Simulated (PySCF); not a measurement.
CH3Mg, SMILES [CH3][Mg+], charge +1. Atoms are numbered in the order given.

```xyz
5

Mg     0.0000     0.0000    -0.9302
C      0.0000     0.0000     1.1336
H     -0.9019     0.5207     1.4539
H      0.9019     0.5207     1.4539
H      0.0000    -1.0415     1.4539
```
Charge +1, spin multiplicity 1.

The structure is a stationary point at PBE0-D3(BJ)/def2-TZVP. The spin state was assumed, not searched. The isomer is the one that the SMILES or the coordinates give; other isomers of the formula were not compared.

These are PBE/pcJ-1 (PySCF) values and carry that method's errors.

Isotropic couplings with Fermi-contact, spin-dipole and both spin-orbit terms, one fixed conformer, no vibrational averaging. Isotopes: 13C, 1H.

Question: Estimate the spin–spin coupling constants. (The exact figures need the calculation; the answer reports its results.)

Answer: 
| pair | bonds apart | J (Hz) |
|---|---|---|
| C2–H3 | 1 | 143.9 |
| C2–H4 | 1 | 143.9 |
| C2–H5 | 1 | 143.9 |
| H3–H4 | 2 | -7.6 |
| H3–H5 | 2 | -7.6 |
| H4–H5 | 2 | -7.6 |
